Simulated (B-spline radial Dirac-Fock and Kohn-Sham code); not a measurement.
# Two-hole binding energies of Nb⁵⁺

System: Nb⁵⁺, 1s2 2s2 2p6 3s2 3p6 3d10 4s2 4p6, inside a Watson sphere of charge -5 and radius 2.2 Å (a model of the Madelung potential; inside it an electron's potential energy is raised by 32.7 eV).

Method: ΔSCF Dirac-Fock with Breit, self-energy and vacuum polarisation, finite nucleus, configuration average. Computed with a radial atomic solver. U is the two-hole binding energy less the two single-hole energies, the effective repulsion of the holes after relaxation. Each two-hole energy is an average over J within one jj subconfiguration.

| holes | E(a) (eV) | E(b) (eV) | E(ab) (eV) | U (eV) |
| --- | --- | --- | --- | --- |
| 1s⁻¹ 3p3/2⁻¹ | 19028.4 | 408.1 | 19490.8 | 54.3 |
| 1s⁻¹ 3d5/2⁻¹ | 19028.4 | 246.4 | ? | ? |
| 2p1/2⁻² | 2509.6 | 2509.6 | 5149.8 | 130.6 |
| 2p1/2⁻¹ 2p3/2⁻¹ | 2509.6 | 2415.3 | 5044.0 | 119.1 |
| 2s⁻¹ 3p1/2⁻¹ | 2747.3 | 423.9 | 3220.6 | 49.4 |
| 2s⁻¹ 3p3/2⁻¹ | 2747.3 | 408.1 | 3204.0 | 48.5 |
| 2s⁻¹ 3d5/2⁻¹ | 2747.3 | 246.4 | 3043.8 | 50.0 |
| 2p3/2⁻¹ 3s⁻¹ | 2415.3 | 514.0 | 2978.0 | 48.7 |
| 2p1/2⁻¹ 3p3/2⁻¹ | 2509.6 | 408.1 | 2967.5 | 49.8 |
| 2p3/2⁻¹ 3p1/2⁻¹ | 2415.3 | 423.9 | 2889.8 | 50.6 |
| 2p1/2⁻¹ 3d5/2⁻¹ | 2509.6 | 246.4 | 2806.8 | 50.8 |
| 3p3/2⁻² | 408.1 | 408.1 | 856.1 | 39.8 |
| 3d3/2⁻¹ 3d5/2⁻¹ | 249.2 | 246.4 | 537.6 | 41.9 |
| 3d5/2⁻² | 246.4 | 246.4 | 534.3 | 41.4 |

Question: Give the missing two-hole energy and U.

Answer: E(ab) = 19323.6 eV and U = 48.8 eV.
